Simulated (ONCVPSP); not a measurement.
# Ag: ONCV pseudisation with PBE, scalar-relativistic reference atom.

Ag, optimised norm-conserving Vanderbilt (ONCV), made with ONCVPSP 4.0.1 (PBE, scalar-relativistic). Core [Kr], reference 4d10 5s0.5 5p0.5. Waves: 5s: rc 2.70 bohr, ncon 4, nbas 7, qcut 3.1 1/bohr, 2 projectors, debl 2.3 Ha; 5p: rc 3.60 bohr, ncon 3, nbas 6, qcut 2.5 1/bohr, 2 projectors, debl 2.8 Ha; 4d: rc 1.25 bohr, ncon 3, nbas 8, qcut 8.2 1/bohr, 3 projectors, debl 3 Ha. Local part: polynomial inside 0.95 bohr (lpopt 5, dvloc0 0 Ha). Core correction: polynomial model core, fcfact 0.6.

(1) Estimate the cutoffs (Ha) at which the residual kinetic energy of the hardest occupied pseudo-wave falls to 1 and 0.1 mHa per electron.

(2) Does the potential have ghost states?

(3) Which valence shell sets the plane-wave cutoff?

Results:

(1) 30 Ha and 51 Ha.

(2) Ghosts flagged at negative energy: s at -282.5 eV, p at -41.2 eV; GHOST(+) flagged for s at 95.4 eV. A true bound ghost makes a file unfit for plane-wave use.

(3) 4d: 30 Ha for 1 mHa per electron, against 4 Ha for 5s.

Its largest configuration-test error is -9.6 meV (4d10 5s0 5p0). 1 of 4 tests not solved or not reliable.
